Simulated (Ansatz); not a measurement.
Species: bromoborane, sum formula BH₂Br, charge 0, multiplicity 1. 
Coordinates optimised at B3LYP-D3(BJ)/def2-TZVP (Ansatz, an electronic-structure program):
```xyz
4

B     -1.5458     0.1038    -0.1796
Br     0.3404    -0.0229     0.0396
H     -1.9662     0.9940    -0.8363
H     -2.2187    -0.7130     0.3500
```
Charge 0, spin multiplicity 1.

Basis-set convergence of Hartree-Fock and CCSD(T) correlation energies (hartree) with Ansatz. Cores are frozen in the correlated levels unless marked. No spin-orbit coupling. Frozen are the shells of the preceding noble gas and the d and f shells that filled before the atom's block. Non-relativistic.

| basis | functions | E(HF) | E(corr, CCSD(T)) |
|---|---|---|---|
| aug-cc-pVDZ | 77 | -2598.25408 | -0.24484 |
| aug-cc-pVTZ | 151 | -2598.33549 | -0.31011 |
| aug-cc-pVQZ | 265 | -2598.33982 | -0.33062 |

Extrapolating the two largest sets (X = 3 and 4) as X^-3: E(corr) = (64·(-0.33062) - 27·(-0.31011))/37 = -0.3456 Eh, an estimate of the basis-set limit. The largest set recovers 95.7 % of it, the smallest 70.8 %.
